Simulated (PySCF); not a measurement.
Cl₂HOTi, SMILES [Cl][Ti+]([OH])[Cl], charge +1, multiplicity 1.

The structure is a stationary point at B3LYP-D3(BJ)/def2-SVP. The spin state was assumed, not searched. The isomer is the one that the SMILES or the coordinates give; other isomers of the formula were not compared. Other conformers were not sampled.

The numbers are results of PBE/def2-TZVPD run with PySCF, not measurements.

Symmetry labels are those of the subgroup Cs that the program uses (full group Cs).

Computed valence orbital energies around the gap with their symmetry:
```csv
orbital,symmetry,energy (eV)
HOMO−7,A",-15.42
HOMO−6,A',-15.34
HOMO−5,A',-14.97
HOMO−4,A",-14.71
HOMO−3,A',-14.29
HOMO−2,A',-13.92
HOMO−1,A",-13.84
HOMO,A",-13.32
LUMO,A',-10.52
LUMO+1,A",-10.07
LUMO+2,A',-9.77
LUMO+3,A',-8.70
```
